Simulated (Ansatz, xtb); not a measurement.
**Relaxing a trial structure of Al2ClFH4Si**

The starting geometry of this gas-phase singlet was built from a drawn formula by distance geometry and a force field; its bonds are those of `[F][Al]([AlH2])[SiH2]Cl`.

```yaml
atoms:
  - { symbol: Al, position_ang: [1.3463, 0.4843, -1.3878] }
  - { symbol: Al, position_ang: [-0.1396, 2.2746, -2.5010] }
  - { symbol: Cl, position_ang: [-0.7033, -0.2381, 1.5135] }
  - { symbol: F, position_ang: [3.1004, 0.5872, -1.5961] }
  - { symbol: Si, position_ang: [0.3857, -1.1287, -0.0458] }
  - { symbol: H, position_ang: [0.5572, 3.3681, -3.3441] }
  - { symbol: H, position_ang: [-1.6685, 2.1961, -2.2980] }
  - { symbol: H, position_ang: [1.4466, -2.0066, 0.4677] }
  - { symbol: H, position_ang: [-0.5318, -1.9783, -0.8503] }
```

Task: Predict what it relaxes into with r2SCAN-D4/def2-SVP.

Result: A new bond forms, giving a structure with Cl3 bridging Si5 and Al1, given below by its coordinates. Contacts that close: Al1–Cl3 (3.62 → 2.51 Å).

The energy falls by 0.49 eV over 33 steps:

```json
{"step": "1", "E − E(last) (eV)": "0.492"}
{"step": "5", "E − E(last) (eV)": "0.098"}
{"step": "8", "E − E(last) (eV)": "0.073"}
{"step": "12", "E − E(last) (eV)": "0.034"}
{"step": "15", "E − E(last) (eV)": "0.004"}
{"step": "19", "E − E(last) (eV)": "0.002"}
{"step": "22", "E − E(last) (eV)": "0.001"}
{"step": "26", "E − E(last) (eV)": "0.000"}
{"step": "29", "E − E(last) (eV)": "0.000"}
{"step": "33", "E − E(last) (eV)": "0.000"}
```

Final geometry (Å):

```xyz
9

Al    1.3359    0.6539   -1.2007
Al   -0.1897    2.2621   -2.4998
Cl    0.1943    0.2140    0.9877
F     2.9495    0.9438   -0.8363
Si    0.5199   -1.4940   -0.4220
H     0.3285    3.1662   -3.7077
H    -1.7430    2.3289   -2.1356
H     1.2578   -2.4887    0.4139
H    -0.8601   -2.0275   -0.6413
```

From the same start GFN2-xTB reaches the same bonding as this run.

No frequencies were run, so the end isn't proven a minimum. Run with Ansatz 0.2.0, 110 s on 1 thread of Intel(R) Xeon(R) 6975P-C (Granite Rapids), on a shared host.
